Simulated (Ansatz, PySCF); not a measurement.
This PySCF input computes a B3LYP/def2-TZVPD energy:

```python
from pyscf import gto, scf, dft

mol = gto.M(
    atom='''
    Mg   -0.65978623   -0.39212870   -0.53602548
    C     0.80746738    0.47989958    0.65600503
    H     1.29643546   -0.33401059    1.18666364
    H     0.29201200    1.16150581    1.32895140
    H     1.48418304    0.99865173   -0.01933951
    ''',
    basis='def2-tzvpd',
    charge=1,
    spin=0,
    verbose=4,
)

mf = dft.RKS(mol, xc='b3lyp').density_fit(auxbasis='def2-universal-jkfit')
mf.grids.level = 3
mf.conv_tol = 1e-9
mf.max_cycle = 100
mf.max_memory = 1500
mf.kernel()
if not mf.converged:
    mf = mf.newton()
    mf.kernel(mf.make_rdm1())
mf.analyze()
```

Problem. Write an input for the same energy in Ansatz (a quantum-chemistry and plane-wave program) and say what it gives.

Solution. 
Ansatz 0.2 input:
```yaml
crystal:
  periodic: [false, false, false]
  atoms:
    - {symbol: Mg, position_ang: [-0.65978623, -0.39212870, -0.53602548]}
    - {symbol: C, position_ang: [0.80746738, 0.47989958, 0.65600503]}
    - {symbol: H, position_ang: [1.29643546, -0.33401059, 1.18666364]}
    - {symbol: H, position_ang: [0.29201200, 1.16150581, 1.32895140]}
    - {symbol: H, position_ang: [1.48418304, 0.99865173, -0.01933951]}
basis:
  gaussian:
    orbitals: def2-TZVPD
hamiltonian:
  xc: {name: B3LYP}
total_charge: 1
output: {forces: true}
```
It gives -239.74279 Eh, and PySCF -239.74285 Eh, a difference of 0.06 mEh, from the treatment of integrals and grids.

It need not be the lowest isomer of its formula.
